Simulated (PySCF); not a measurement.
# Working with the constants of SrS⁺

UHF-CCSD(T) constants of SrS⁺, ²Π (doublet), unpaired electrons π ↑ (basis Sr x2c-SVPall, S x2c-SVPall; spin-free X2C with a Gaussian nucleus; PySCF 2.14; masses 87.9056 and 31.9721 u):

- ωe: 318.5 cm⁻¹
- ωexe: 1.11 cm⁻¹
- Be: 0.10587 cm⁻¹
- αe: 0.000512 cm⁻¹
- D (centrifugal): 4.68e-08 cm⁻¹
- De to Sr⁺ + S: 2.23 eV

**Question.** Give the vibrational terms G(v) and spacings up to v = 6.

**Answer.** G(v) = ωe(v+½) − ωexe(v+½)².

| v | G(v) (cm⁻¹) | G(v) − G(v−1) | Bv (cm⁻¹) |
| --- | --- | --- | --- |
| 0 | 159 |  | 0.1056 |
| 1 | 475 | 316 | 0.1051 |
| 2 | 789 | 314 | 0.1046 |
| 3 | 1101 | 312 | 0.1041 |
| 4 | 1411 | 310 | 0.1036 |
| 5 | 1718 | 307 | 0.1031 |
| 6 | 2023 | 305 | 0.1025 |

**Question.** How well does the Morse estimate ωe²/(4ωexe) reproduce De, and what is D0?

**Answer.** It gives 2.83 eV, 127 % of the computed De. D0 = De − G(0) = 2.23 − 0.02 = 2.21 eV.

Correlated steps freeze 14 core orbitals. Correlated levels converge slowly with the basis: in double zeta they bind strong bonds too weakly, by up to about 1 eV, and carry superposition errors of some tenths. Spin–orbit coupling is left out. For an ion De counts to the pair picked by the measured ionisation energies or electron affinities, which need not be the lowest pair at this level. The state is the lowest determinant that a PBE0 search found; another state may lie lower at other levels.
